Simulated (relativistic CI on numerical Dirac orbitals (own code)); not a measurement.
The magnetic moment of free Lu4+ at 150 K

Problem. Lu4+ (4f13) has the ground term 2F°, whose calculated levels (Dirac-Coulomb-Breit CI, one configuration) lie at J = 5/2: 11573, J = 7/2: 0 cm⁻¹. Find the effective moment at 150 K in LS coupling.

Working.
1. S = 1/2, L = 3. The ground level J = 7/2 has g_J = 3/2 + [S(S + 1) − L(L + 1)]/[2J(J + 1)] = 1.1429 and g_J√(J(J + 1)) = 4.54 μB.
2. kT = 104.3 cm⁻¹. Populations (2J + 1)e^(−E/kT)/Z: J = 7/2: 1.000.
3. The field also mixes neighbouring J. With F_J = [(S + L + 1)² − J²][J² − (S − L)²]/J, each level gains α_J = [F_(J+1)/(E_(J+1) − E_J) − F_J/(E_J − E_(J−1))]/[6(2J + 1)], and μ²(J) = g_J²J(J + 1) + 3kT α_J.
4. Values of μ²(J): J = 7/2: 20.571 + 0.008.
5. The thermal average gives μ_eff = 4.54 μB, or χT = μ²/8 = 2.57 cm³ K mol⁻¹.

Check. With the measured levels of this term (Martin, Zalubas and Hagan, Atomic Energy Levels: The Rare-Earth Elements, NSRDS-NBS 60 (1978): 5/2: 11793, 7/2: 0) the same steps give μ_eff = 4.54 μB. The computed ground level holds 100 % of 2F° and has g = 1.1416, with g_s = 2.0023, relativistic corrections, against 1.1429 above. The excited levels lie far above kT, so the ground-level formula is enough. A crystal field changes the moment at low temperature.
